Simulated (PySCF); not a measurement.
This PySCF input asks for the NMR shieldings of SMILES B[SiH2][Si@@H](Cl)C=C, C₂H₈BClSi₂; the geometry comes from GFN2-xTB.

```python
import basis_set_exchange as bse
import numpy as np
from pyscf import gto, dft
from pyscf.prop import nmr

atoms = """
B    -2.872639   -0.086441   -0.502801
Si   -1.547310    0.712551    0.670392
Si    0.333416   -0.678444    0.841374
Cl    0.204587   -2.212267   -0.513150
C     1.935930    0.249659    0.489842
C     2.698069    0.090345   -0.582109
H    -3.658494   -0.853606   -0.096600
H    -2.889143    0.126679   -1.653702
H    -1.029724    2.039666    0.280450
H    -1.963765    0.942046    2.068357
H     0.512746   -1.358116    2.131740
H     2.222805    0.997834    1.218847
H     3.596785    0.664736   -0.749505
H     2.456060   -0.635115   -1.342222
"""
names = dict.fromkeys(["B", "Si", "Cl", "C", "H"], "pcSseg-1")
basis = {el: gto.basis.parse(bse.get_basis(n, elements=[el], fmt="nwchem")) for el, n in names.items()}
mol = gto.M(atom=atoms, basis=basis, charge=0, verbose=0)
mf = dft.RKS(mol, xc="PBE0")
mf.grids.level = 2
mf.grids.alignment = dft.numint.BLKSIZE   # the property module wants whole blocks of grid points
mf.conv_tol = 1e-9
mf.kernel()

calc = nmr.RKS(mf)   # GIAO
C = mf.mo_coeff
Co = C[:, mf.mo_occ > 0]
resp = mf.gen_response(singlet=True, hermi=2)
def vind(x):   # induced exchange potential for any number of trial vectors
    d = np.einsum("pi,xij,qj->xpq", C, 2 * x.reshape(-1, C.shape[1], Co.shape[1]), Co, optimize=True)
    return np.einsum("xpq,pi,qj->xij", resp(d - d.transpose(0, 2, 1)), C, Co, optimize=True).ravel()
mo1, _ = nmr.rhf.solve_mo1(calc, with_cphf=vind)
sigma = calc.kernel(mo1)
for i, s in enumerate(sigma):   # ppm
    w = np.linalg.eigvalsh((s + s.T) / 2)
    print("%2d %-2s iso %8.1f  s11 %8.1f  s22 %8.1f  s33 %8.1f" % (i, mol.atom_pure_symbol(i), w.mean(), *w))
```

Task: What does it print?

Result: 
```
 0 B  iso    -15.9  s11   -144.6  s22    -58.2  s33    155.1
 1 Si iso    461.0  s11    443.3  s22    445.7  s33    494.0
 2 Si iso    354.5  s11    307.8  s22    349.1  s33    406.7
 3 Cl iso   1010.2  s11    946.2  s22   1025.8  s33   1058.5
 4 C  iso     43.9  s11    -70.9  s22     36.1  s33    166.6
 5 C  iso     44.1  s11    -81.5  s22     37.8  s33    175.8
 6 H  iso     20.9  s11      7.3  s22     26.3  s33     29.1
 7 H  iso     21.0  s11      7.4  s22     26.3  s33     29.3
 8 H  iso     27.9  s11     25.0  s22     26.3  s33     32.6
 9 H  iso     27.8  s11     24.8  s22     25.7  s33     33.0
10 H  iso     25.9  s11     22.5  s22     24.1  s33     31.1
11 H  iso     25.2  s11     23.4  s22     24.9  s33     27.4
12 H  iso     25.0  s11     22.2  s22     24.6  s33     28.3
13 H  iso     25.3  s11     21.6  s22     23.9  s33     30.5
```

These numbers come from an equivalent density-fitted implementation of the same equations, which agrees with the script to about 0.01 ppm for H and up to a few tenths of a ppm for heavy atoms, so last digits may differ.

Size and cost of the density-fitted run: 163 basis functions, 49 s wall time on 1 thread of an Arm Neoverse N1, shared host; peak memory 0.74 GiB.
